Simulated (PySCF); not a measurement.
Ionisation energy of Hg²⁺ by level of theory

Hg²⁺ [Xe] 4f14 5d10 (1S) → Hg³⁺ [Xe] 4f14 5d9 (2D), as a difference of total energies. All numbers are calculated (PySCF 2.14, scalar relativity by spin-free X2C-1e, in x2c-TZVPPall (11s7p7d3f1g, 97 functions)). Correlated levels: valence: [Xe] 4f14 frozen. The calculations carry no spin-orbit coupling.

| method | ionisation energy (eV) | plus first-order spin-orbit estimate | error of that sum (eV) |
| --- | --- | --- | --- |
| UHF | 33.528 | 32.701 | -1.789 |
| MP2 (valence) | 35.257 | 34.430 | -0.060 |
| SCS-MP2 (valence) | 35.087 | 34.260 | -0.230 |
| CCSD (valence) | 34.985 | 34.158 | -0.332 |
| CCSD(T) (valence) | 35.053 | 34.226 | -0.264 |

Reference: 34.49 ± 0.05 eV (measured; NIST Atomic Spectra Database, ionization energies).

A first-order spin-orbit estimate (lowest level to lowest level, LS coupling) adds -0.827 eV.

Errors of the correlated levels include the incompleteness of this basis and the frozen core.
